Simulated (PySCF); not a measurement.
FGeH7Si2, SMILES F[SiH2][SiH2][GeH3].

Coordinates come from a r2SCAN-D4/def2-SVP optimisation. The structure was generated by enumeration, and PubChem lists no compound with its InChIKey, so it may never have been made. The values are those of a single conformer.

Two levels are set side by side: PBE/def2-TZVP (PySCF) and ωB97X/def2-TZVP (PySCF). Same geometry, gas phase. Differences are taken from unrounded values.

```
quantity                      ωB97X    PBE  PBE minus ωB97X
---------------------------  ------  -----  ---------------
orbital gap (eV)              11.34   5.21            -6.14
highest occupied level (eV)  -10.32  -6.99             3.33
lowest empty level (eV)        1.02  -1.78            -2.81
dipole moment (D)              1.38   1.33            -0.05
mean polarisability (bohr³)    88.8   93.6              4.8
```

Without exact exchange PBE keeps part of each electron's self-repulsion, which lifts occupied levels and narrows the gap. PBE's more diffuse valence density responds more strongly to a field. Differences between two approximate levels are no errors against the true value.

Rough cost on one machine, each run with all the roots and properties that it gave: ωB97X against PBE within a factor of 2.
